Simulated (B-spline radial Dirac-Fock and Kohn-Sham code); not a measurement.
Kohn-Sham estimates against Dirac-Fock for the levels of Lu¹⁵⁺

System: the Lu¹⁵⁺ ion, configuration [Kr] 4d10 4f10.

The density-functional columns are spherical, spin-unpolarised Dirac-Kohn-Sham results without Breit or QED terms: −ε is minus the orbital energy of the initial state and ΔSCF the difference of two total energies. The reference in the last column comes from relaxed Dirac-Fock hole states (ΔSCF) with Breit and QED corrections and a finite nucleus. All numbers are from a radial B-spline solver, in eV; a selection of levels is shown. The Kohn-Sham columns are given as differences from the reference. For the 1s level of heavy atoms much of the gap between ΔSCF and the reference is the Breit and QED part, -304.0 eV here; for other levels the error of the functional can be larger.

| level | LDA −ε − DF | LDA ΔSCF − DF | Dirac-Fock |
| --- | --- | --- | --- |
| K (1s) | -241.9 | +291.8 | 63666.5 |
| L1 (2s) | -164.1 | -59.3 | 11230.7 |
| L2 (2p1/2) | -119.7 | +12.1 | 10703.5 |
| L3 (2p3/2) | -131.2 | -15.2 | 9598.5 |
| M1 (3s) | -87.8 | -51.0 | 2850.1 |
| M2 (3p1/2) | -71.2 | -32.4 | 2618.9 |
| M3 (3p3/2) | -70.4 | -34.2 | 2379.9 |
| M4 (3d3/2) | -49.7 | -8.0 | 1992.8 |
| M5 (3d5/2) | -50.7 | -10.0 | 1941.8 |
| N1 (4s) | -46.0 | -26.0 | 851.5 |
| N2 (4p1/2) | -38.7 | -18.8 | 756.3 |
| N3 (4p3/2) | -38.6 | -19.5 | 700.1 |
| N4 (4d3/2) | -26.3 | -7.5 | 542.0 |
| N5 (4d5/2) | -26.4 | -7.8 | 531.5 |
| N6,7 (4f) | -14.9 | +2.9 | 335.8 |

Values without a named source are computed, but for edge energies of neutral atoms, which are taken from tables.
